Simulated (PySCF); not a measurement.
PySCF input for CH6O2Si2, SMILES [SiH2]1CO[Si@@H]1O, TDA-ωB97X/def2-SVPD. Geometry optimised at PBE-D3(BJ)/def2-SVP. The structure was generated by enumeration; whether it is a known compound was not checked. Other conformers were not sampled.

```python
import numpy as np
from pyscf import gto, scf, dft, tdscf

mol = gto.M(
    atom='''
    O     2.01691913    1.06971433   -0.13798385
    Si    0.55010257    0.45063038   -0.65819071
    O     0.40257425   -1.24239519   -0.46635863
    C    -0.78117232   -1.47633329    0.34176255
    Si   -1.36190472    0.34435751    0.70945465
    H     2.23142037    0.89047764    0.79471063
    H     0.50470854    0.88851234   -2.09001873
    H    -1.52807087   -2.06845822   -0.23182495
    H    -0.51496494   -2.06492009    1.24767102
    H    -2.72682016    0.71141766    0.18770683
    H    -1.26995619    0.75258664    2.15822448
    ''',
    basis='def2-SVPD',
    charge=0,
    spin=0,
    max_memory=1600,
    verbose=4,
)
mf = dft.RKS(mol, xc='wb97x').density_fit(auxbasis='def2-universal-jkfit')
mf.grids.level = 3
mf.conv_tol = 1e-9
mf.max_cycle = 100
mf.kernel()
mf.grids = dft.Grids(mol).set(level=1).build(with_non0tab=True)  # coarser grid for the response kernel
td = tdscf.TDA(mf)
td.singlet = True
td.nstates = 10
td.conv_tol = 1e-4
td.positive_eig_threshold = 1e-6
td.kernel(x0=td.get_init_guess(mf, 15))
td.analyze()
tt = tdscf.TDA(mf)
tt.singlet = False
tt.nstates = 4
tt.conv_tol = 1e-4
tt.positive_eig_threshold = 1e-6
tt.kernel(x0=tt.get_init_guess(mf, 9))
tt.analyze(verbose=3)
```

Output:

```
PySCF version 2.14.0

[INPUT] verbose = 4
[INPUT] num. atoms = 11
[INPUT] num. electrons = 56
[INPUT] charge = 0
[INPUT] spin (= nelec alpha-beta = 2S) = 0
[INPUT] symmetry False subgroup None
[INPUT] Mole.unit = angstrom
[INPUT] Symbol           X                Y                Z      unit          X                Y                Z       unit  Magmom
[INPUT]  1 O      2.016919130000   1.069714330000  -0.137983850000 AA    3.811424771096   2.021467115223  -0.260751686113 Bohr   0.0
[INPUT]  2 Si     0.550102570000   0.450630380000  -0.658190710000 AA    1.039543197719   0.851568001609  -1.243800179633 Bohr   0.0
[INPUT]  3 O      0.402574250000  -1.242395190000  -0.466358630000 AA    0.760755077302  -2.347786647577  -0.881290086527 Bohr   0.0
[INPUT]  4 C     -0.781172320000  -1.476333290000   0.341762550000 AA   -1.476201740891  -2.789865586678   0.645837619133 Bohr   0.0
[INPUT]  5 Si    -1.361904720000   0.344357510000   0.709454650000 AA   -2.573626928552   0.650741382837   1.340674986299 Bohr   0.0
[INPUT]  6 H      2.231420370000   0.890477640000   0.794710630000 AA    4.216773368076   1.682758859649   1.501785438981 Bohr   0.0
[INPUT]  7 H      0.504708540000   0.888512340000  -2.090018730000 AA    0.953760913329   1.679044980896  -3.949562994911 Bohr   0.0
[INPUT]  8 H     -1.528070870000  -2.068458220000  -0.231824950000 AA   -2.887635443226  -3.908819535905  -0.438085664341 Bohr   0.0
[INPUT]  9 H     -0.514964940000  -2.064920090000   1.247671020000 AA   -0.973142700353  -3.902133439212   2.357756521357 Bohr   0.0
[INPUT] 10 H     -2.726820160000   0.711417660000   0.187706830000 AA   -5.152943293343   1.344384537579   0.354714500410 Bohr   0.0
[INPUT] 11 H     -1.269956190000   0.752586640000   2.158224480000 AA   -2.399869389296   1.422182634607   4.078453182532 Bohr   0.0

nuclear repulsion = 297.31700933247
number of shells = 70
number of NR pGTOs = 240
number of NR cGTOs = 162
basis = def2-SVPD
ecp = {}


[settings echo left out]
init E= -771.068118552184
  HOMO = -0.281065525640544  LUMO = -0.014463841034182  gap/eV = 7.25460
cycle= 1 E= -770.668181514436  delta_E=  0.4  |g|= 0.872  |ddm|= 3.78
  HOMO = -0.268805916053167  LUMO = 0.0328162271738668  gap/eV = 8.20756
cycle= 2 E= -770.622285235954  delta_E= 0.0459  |g|= 1.05  |ddm|= 1.79
  HOMO = -0.368073642226826  LUMO = 0.048318792370869  gap/eV = 11.33062
cycle= 3 E= -770.825433795809  delta_E= -0.203  |g|= 0.0524  |ddm|= 0.88
  HOMO = -0.361400290499181  LUMO = 0.0563381715396227  gap/eV = 11.36724
cycle= 4 E= -770.826128479314  delta_E= -0.000695  |g|= 0.033  |ddm|= 0.119
  HOMO = -0.362932715557963  LUMO = 0.0560244465402033  gap/eV = 11.40041
cycle= 5 E= -770.826344835944  delta_E= -0.000216  |g|= 0.0117  |ddm|= 0.0446
  HOMO = -0.363713065253468  LUMO = 0.0556802522678885  gap/eV = 11.41227
cycle= 6 E= -770.826375665609  delta_E= -3.08e-05  |g|= 0.00154  |ddm|= 0.0167
  HOMO = -0.363426519624976  LUMO = 0.0559009669161341  gap/eV = 11.41048
cycle= 7 E= -770.826376954237  delta_E= -1.29e-06  |g|= 0.000516  |ddm|= 0.00508
  HOMO = -0.363513342860921  LUMO = 0.0558665103215334  gap/eV = 11.41191
cycle= 8 E= -770.826377105374  delta_E= -1.51e-07  |g|= 0.000187  |ddm|= 0.00142
  HOMO = -0.363518105873296  LUMO = 0.0558655502292149  gap/eV = 11.41201
cycle= 9 E= -770.82637712542  delta_E= -2e-08  |g|= 5.98e-05  |ddm|= 0.000469
  HOMO = -0.363512398218459  LUMO = 0.0558702717802522  gap/eV = 11.41198
cycle= 10 E= -770.826377128133  delta_E= -2.71e-09  |g|= 1.48e-05  |ddm|= 0.000187
  HOMO = -0.36351288204442  LUMO = 0.055869857491329  gap/eV = 11.41199
cycle= 11 E= -770.826377128401  delta_E= -2.68e-10  |g|= 6.28e-06  |ddm|= 6.66e-05
  HOMO = -0.363512848027971  LUMO = 0.0558696940371557  gap/eV = 11.41198
Extra cycle  E= -770.826377128416  delta_E= -1.46e-11  |g|= 6.02e-06  |ddm|= 1.59e-05
converged SCF energy = -770.826377128416
tot grids = 43200
Overwritten attributes  positive_eig_threshold  of <class 'pyscf.tdscf.rks.TDA'>


******** <class 'pyscf.tdscf.rks.TDA'> for <class 'pyscf.df.df_jk.DFRKS'> ********
nstates = 10 singlet
deg_eia_thresh = 1.000e-03
wfnsym = None
conv_tol = 0.0001
eigh lindep = 1e-12
eigh level_shift = 0
eigh max_cycle = 100


Excitation energies (eV)
[6.27959258 6.64323334 6.92935132 7.03144945 7.33287873 7.36975231
 7.50527977 7.56601419 7.74228754 7.86201931]

** Singlet excitation energies and oscillator strengths **
Excited State   1:      6.27959 eV    197.44 nm  f=0.0389
      28 -> 29       -0.65102
      28 -> 30       -0.10643
      28 -> 32       -0.16297
Excited State   2:      6.64323 eV    186.63 nm  f=0.0363
      27 -> 30        0.18477
      28 -> 30       -0.45339
      28 -> 31       -0.44571
Excited State   3:      6.92935 eV    178.93 nm  f=0.0129
      27 -> 29       -0.63006
      27 -> 32       -0.16936
      27 -> 33        0.13906
Excited State   4:      7.03145 eV    176.33 nm  f=0.2515
      27 -> 30        0.16306
      28 -> 30       -0.40490
      28 -> 31        0.43734
      28 -> 32       -0.21347
Excited State   5:      7.33288 eV    169.08 nm  f=0.0647
      26 -> 29       -0.11541
      27 -> 29       -0.10266
      27 -> 30        0.57427
      27 -> 31       -0.14945
      27 -> 32        0.11908
      28 -> 30        0.24877
Excited State   6:      7.36975 eV    168.23 nm  f=0.0313
      26 -> 29       -0.58736
      26 -> 31       -0.21444
      27 -> 31        0.18086
      27 -> 32       -0.11503
Excited State   7:      7.50528 eV    165.20 nm  f=0.0086
      26 -> 29       -0.12588
      27 -> 30       -0.21084
      27 -> 31       -0.48961
      27 -> 32        0.32750
      28 -> 32        0.18551
Excited State   8:      7.56601 eV    163.87 nm  f=0.0256
      26 -> 29        0.10868
      26 -> 31        0.10155
      27 -> 31        0.12954
      28 -> 29       -0.12473
      28 -> 31        0.20015
      28 -> 32        0.58475
      28 -> 35       -0.11984
Excited State   9:      7.74229 eV    160.14 nm  f=0.0122
      26 -> 29        0.18742
      26 -> 30       -0.49131
      26 -> 31       -0.34627
      26 -> 32        0.22380
Excited State  10:      7.86202 eV    157.70 nm  f=0.0422
      26 -> 30        0.44124
      26 -> 31       -0.36782
      26 -> 32        0.29606

** Transition electric dipole moments (AU) **
state          X           Y           Z        Dip. S.      Osc.
  1        -0.1701      0.0356     -0.4722      0.2532      0.0389
  2        -0.2127      0.4008      0.1302      0.2228      0.0363
  3         0.0675     -0.1582      0.2148      0.0758      0.0129
  4        -0.9801     -0.2995      0.6402      1.4601      0.2515
  5         0.2507     -0.4666     -0.2816      0.3599      0.0647
  6        -0.4142     -0.0307      0.0272      0.1732      0.0313
  7        -0.0371      0.1781     -0.1174      0.0468      0.0086
  8        -0.1788     -0.1893      0.2652      0.1382      0.0256
  9         0.0843      0.2306     -0.0630      0.0643      0.0122
 10         0.3394      0.2090     -0.2458      0.2193      0.0422

** Transition velocity dipole moments (imaginary part, AU) **
state          X           Y           Z        Dip. S.      Osc.
  1         0.0012      0.0057     -0.0170      0.0003      0.0009
  2        -0.0394      0.0586      0.0224      0.0055      0.0150
  3        -0.0087     -0.0366      0.0049      0.0014      0.0038
  4        -0.1681     -0.0468      0.1061      0.0417      0.1076
  5         0.0422     -0.0950     -0.0446      0.0128      0.0316
  6        -0.1153      0.0173      0.0117      0.0137      0.0338
  7        -0.0254      0.0117     -0.0162      0.0010      0.0025
  8        -0.0553     -0.0416      0.0455      0.0069      0.0165
  9         0.0398      0.0367     -0.0058      0.0030      0.0069
 10         0.0754      0.0212     -0.0873      0.0138      0.0317

** Transition magnetic dipole moments (imaginary part, AU) **
state          X           Y           Z
  1         0.5183      0.5760     -0.2974
  2        -0.0705      0.0140     -0.2516
  3        -0.2789     -0.2687     -0.1139
  4        -1.4256     -0.3346     -1.7014
  5        -0.5457     -0.0329     -0.8510
  6        -0.0860     -0.3488      0.0897
  7         0.2701     -0.1211      0.4996
  8        -0.6440      0.1167     -0.6888
  9         0.0794     -0.3842     -0.2175
 10        -0.2723     -0.0112      0.4428


******** <class 'pyscf.tdscf.rks.TDA'> for <class 'pyscf.df.df_jk.DFRKS'> ********
nstates = 4 triplet
deg_eia_thresh = 1.000e-03
wfnsym = None
conv_tol = 0.0001
eigh lindep = 1e-12
eigh level_shift = 0
eigh max_cycle = 100


Excitation energies (eV)
[5.37484006 5.825318   6.23117935 6.59183254]

** Triplet excitation energies and oscillator strengths **
Excited State   1:      5.37484 eV    230.68 nm  f=0.0000
Excited State   2:      5.82532 eV    212.84 nm  f=0.0000
Excited State   3:      6.23118 eV    198.97 nm  f=0.0000
Excited State   4:      6.59183 eV    188.09 nm  f=0.0000
```

Self-consistency was reached.
